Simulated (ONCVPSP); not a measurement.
**Building the ONCV potential for In (PBE, scalar-relativistic).**

indium (In), optimised norm-conserving Vanderbilt (ONCV), made with ONCVPSP 4.0.1 (PBE, scalar-relativistic). Core [Kr], reference 4d10 5s2 5p0.75 (charge +0.25). Waves: 5s: rc 1.85 bohr, ncon 4, nbas 8, qcut 2.7 1/bohr, 2 projectors, debl 3 Ha; 5p: rc 2.35 bohr, ncon 4, nbas 7, qcut 3.7 1/bohr, 1 projector; 4d: rc 1.05 bohr, ncon 4, nbas 7, qcut 7.9 1/bohr, 1 projector; f scattering state at 0.08 Ha: rc 2.55 bohr, ncon 4, nbas 8, qcut 3.7 1/bohr, 3 projectors, debl 3.7 Ha. Local part: polynomial inside 0.95 bohr (lpopt 5, dvloc0 0 Ha). Core correction: none.

- Cutoffs needed: 73 Ha and 145 Ha (the cutoffs (Ha) at which the residual kinetic energy of the hardest occupied pseudo-wave falls to 1 and 0.1 mHa per electron)
- Ghost test: ghosts flagged at negative energy: s at -185.1 eV, p at -144.2 eV; GHOST(+) flagged for s at 118.1 eV; a true bound ghost makes a file unfit for plane-wave use
- Configuration tests: 1 of 4 tests not solved or not reliable
